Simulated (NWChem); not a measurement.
System: C$_{3}$H$_{6}$OSi; SMILES O=C1CC[SiH2]1

Input file for NWChem:

```
start job
memory heap 200 mb stack 900 mb global 1100 mb
geometry units angstroms noautoz
  O      0.434283    -2.086351     0.049975
  C      0.113275    -0.927416    -0.020905
  C     -1.313587    -0.317589    -0.095920
  C     -0.983241     1.198394     0.095899
  Si     0.902262     0.875114    -0.025976
  H     -1.744108    -0.533680    -1.083341
  H     -1.987123    -0.749951     0.654600
  H     -1.294250     1.568695     1.077467
  H     -1.423453     1.848367    -0.664124
  H      1.771990     1.300496     1.107677
  H      1.555217     1.285133    -1.302187
end
basis spherical
  * library def2-svp
end
dft
  xc xcamb88 1.00 lyp 1.0 hfexch 1.00
  cam 0.33 cam_alpha 0.0 cam_beta 1.0
  iterations 150
  mulliken
end
task dft energy
```

The geometry was optimised at B3LYP/6-31G* (spherical d).

Task: Give the results of this calculation. (LC-BLYP (range parameter 0.33 per bohr)/def2-SVP.) Quantities: energy (Ha); highest occupied level (eV); orbital gap (eV); dipole (D).

Result: 
| Item | Result |
|---|---|
| energy (Ha) | -481.68 |
| highest occupied level (eV) | -8.67 |
| orbital gap (eV) | 9.60 |
| dipole (D) | 2.60 |
